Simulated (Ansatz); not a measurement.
Input file for Ansatz (a quantum-chemistry and plane-wave program): R-wB97X-V/def2-TZVPPD on C3H4O2 (a complex), monomers drawn apart or pushed together. Files ending in .json are basis or fitting sets from the Basis Set Exchange.

Ansatz 0.2 input:
```yaml
crystal:
  periodic: [false, false, false]
  atoms:
    - {symbol: C, position_ang: [0.57984850, 0.20706780, -0.08788146]}
    - {symbol: C, position_ang: [-0.17331032, -0.55440019, 0.45032234]}
    - {symbol: H, position_ang: [1.24333082, 0.87422337, -0.58317410]}
    - {symbol: H, position_ang: [-0.83124366, -1.21117353, 0.97044363]}
    - {symbol: O, position_ang: [-1.22216264, -0.91737282, 5.31082498]}
    - {symbol: C, position_ang: [-0.53198455, -0.05481997, 5.78282866]}
    - {symbol: O, position_ang: [0.28310513, 0.75369261, 5.10093780]}
    - {symbol: H, position_ang: [-0.48350826, 0.18195941, 6.85387051]}
    - {symbol: H, position_ang: [0.22990358, 0.53178929, 4.14887059]}
basis:
  gaussian:
    orbitals: def2-TZVPPD.json
hamiltonian:
  xc: {name: wB97X-V}
scf: {lower_state_search: off}
```

Program output:

```
WARN ansatz: RAYON_NUM_THREADS=2 ignored (pool sized by the plan → 2); use --threads N
Functional definition: wB97X-V
these checks for a lower state are left out or cut short: stability, starts, cluster_reference, orbital_swaps, neighbouring_geometries, increment
integrals: 0.19 GiB planned
1126 factors; their error is unknown
integrals: 0.22 GiB planned
349 factors; integrals over basis functions are off by at most 2.4e-5 eV
mean field: 1.74 GiB planned
mean field evaluation 1: about -7262.5461 eV, gradient 5.9e1 eV
mean field evaluation 2: about -7262.9514 eV, gradient 6.1e1 eV
mean field evaluation 4: about -7268.6429 eV, gradient 3.2e0 eV
mean field evaluation 8: about -7268.6681 eV, gradient 4.1e-2 eV
mean field evaluation 16: about -7268.6661 eV, gradient 1.1e-4 eV
mean field -7268.66608229 eV, -267.1185516453 hartree, gradient 3.4e-6 eV, S^2 0.000000; 0 other end points of the search recorded, 0 dependent functions left out
reference -7268.66607932 eV, -267.1185515362 hartree; 19, 19 occupied and 240, 240 virtual orbitals, 1126 factors
Total energy: -7268.66607932 eV, -267.1185515362 hartree
Checks for a lower state left out: stability, starts, cluster_reference, orbital_swaps, neighbouring_geometries, increment
```

Self-consistency was reached.

Cost: around 10 core-seconds (rough).
